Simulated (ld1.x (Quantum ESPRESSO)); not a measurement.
## platinum: one change to a TM potential, before and after

| Item | Value |
| --- | --- |
| Element | Pt |
| Generator | ld1.x (Quantum ESPRESSO) 7.5 |
| Type | norm-conserving Troullier–Martins (Kleinman–Bylander form) |
| Functional | PBE |
| Relativity | fully relativistic |
| Frozen core | [Xe] 4f14 |
| Valence charge | 10 |
| Reference configuration | 5d9 6s0 6p0 (charge +1) |
| Partial waves | 6p (bound, empty): rc 2.15 bohr; 5d (bound): rc 1.90 bohr; 6s (bound, empty): rc 1.70 bohr |
| Local potential | the s channel |
| Core correction | none |

Open shells are filled in proportion to 2j + 1 (rel_dist='average').

All-electron outer shells of the reference configuration (PBE, scalar-relativistic, ld1.x):

| shell | level (eV) | outermost node (bohr) | outermost maximum (bohr) |
| --- | --- | --- | --- |
| 5p | -64.30 | 0.53 | 0.98 |
| 5d | -14.30 | 0.57 | 1.26 |
| 6s | -12.88 | 1.14 | 2.30 |
| 6p | -6.66 | 1.35 | 3.10 |

Change: all radii scaled by about 1.34 (s 2.28, p 2.88, d 2.54 bohr).

Cutoffs: the cutoffs (Ry, on a coarse ladder) from which the occupation-weighted sum of valence levels, in a spherical-Bessel basis at the reference potential, stays within 10 and 1 mRy of its value at 400 Ry; they do not see the model core or the augmentation charge, which bear on the density cutoff. Errors are all-electron minus pseudo energies relative to the spin-unpolarised reference configuration.

What does the change do?

The potential gets neither clearly harder nor softer (40 Ry and 50 Ry → 35 Ry and 50 Ry); the bound ghost in p disappears; of the 7 tests that both files solve, the error grows in 2 and shrinks in 4 by more than 15 % and 0.3 meV (median size 11.8 → 9.9 meV).

```csv
quantity,base,changed
"cutoff, loose",40 Ry,35 Ry
"cutoff, tight",50 Ry,50 Ry
bound ghosts,"p1/2, p3/2",none
"error for 5d9 6s1 6p0, meV [ΔE -9.21 eV]",+12,+9.9
"error for 5d8 6s0 6p0, meV [ΔE 19.98 eV]",-35,-47
"error for 5d7 6s0 6p0, meV [ΔE 52.20 eV]",-196,-223
"error for 5d8 6s1 6p1, meV [ΔE -2.69 eV]",-38,-59
"error for 5d9.5 6s0.5 6p0, meV [ΔE -9.34 eV]",+11,+3.2
"error for 5d9 6s0.5 6p0, meV [ΔE -5.51 eV]",+4.0,+3.2
"error for 5d9 6s0 6p1, meV [ΔE -4.21 eV]",+4.3,+3.1
```

 A true bound ghost makes a file unfit for plane-wave use even where its test errors are small: the radial tests pick states by their node count and pass the ghost by.
